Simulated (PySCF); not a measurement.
Run record: geometry optimisation, `[CH3][Mo]([CH3])([CH3])[CH3]` (MoMe4) [triplet].

Method: PBE0-D3(BJ)/def2-SVP geometry optimisation, gas phase, def2 core potentials past Kr (PySCF 2.14.0). Start geometry: GFN2-xTB. A driver script takes a list of jobs; this job's settings line and coordinates (Å) are shown.

Input:
```
{"job": {"xc": "PBE0", "basis": "def2-SVP", "d3": "d3bj", "grid": 1, "maxiter": 40, "kind": "geom"}, "charge": 0, "multiplicity": 3}
Mo    -0.003130    -0.003890     0.002470
C      0.001200    -0.016460     2.136750
H     -1.019740    -0.024320     2.550400
H      0.509110     0.870160     2.548810
H      0.519400    -0.901040     2.539610
C      2.010280     0.010050    -0.708240
H      2.056550     0.017760    -1.808810
H      2.570470    -0.875200    -0.367480
H      2.561620     0.896290    -0.355440
C     -1.004980     1.744750    -0.701860
H     -1.022920     1.789070    -1.802720
H     -0.514090     2.666140    -0.350510
H     -2.051620     1.786790    -0.360750
C     -1.008410    -1.740320    -0.725560
H     -2.055310    -1.781490    -0.383690
H     -0.521370    -2.668030    -0.386100
H     -1.027060    -1.770270    -1.826850
```

Output:
```
step   0  E = -227.46714190  max force = 0.010079
step   1  E = -227.47016045  max force = 0.007057
step   2  E = -227.47076314  max force = 0.000527
step   3  E = -227.47077799  max force = 0.000365
optimisation converged
```

Energies in Eh; «max force» is the largest Cartesian gradient component in Eh/bohr.

Give the first gradient maximum in eV/Å.

With 1 Eh/bohr = 51.422 eV/Å, 0.518 eV/Å.

Summary of the converged run: final energy -227.47078 Eh after 3 steps; dipole 0.00 D.

Where do the atoms end?

0.061 Å rms from the input after alignment:
```
atom  x, y, z in Å
Mo1   -0.0032   -0.0022    0.0021
C2    -0.0011   -0.0156    2.0881
H3    -1.0339   -0.0232    2.4835
H4     0.5128    0.8805    2.4836
H5     0.5222   -0.9108    2.4731
C6     1.9639    0.0081   -0.6897
H7     1.9905    0.0157   -1.7954
H8     2.5088   -0.8878   -0.3379
H9     2.5016    0.9036   -0.3259
C10   -0.9820    1.7065   -0.6865
H11   -0.9889    1.7334   -1.7922
H12   -0.4761    2.6204   -0.3227
H13   -2.0302    1.7292   -0.3344
C14   -0.9830   -1.7003   -0.7108
H15   -2.0314   -1.7245   -0.3589
H16   -0.4800   -2.6204   -0.3590
H17   -0.9901   -1.7126   -1.8168
```

The run took 70 s on Arm Neoverse V1, one thread, on a shared host.
Labels such as C1 count atoms from 1, the log's own numbers from 0.

Neither the SCF state along the optimisation nor the shape of the open-shell metal species was proved the lowest: other solutions of the same spin, or a structure of lower symmetry, can lie below.
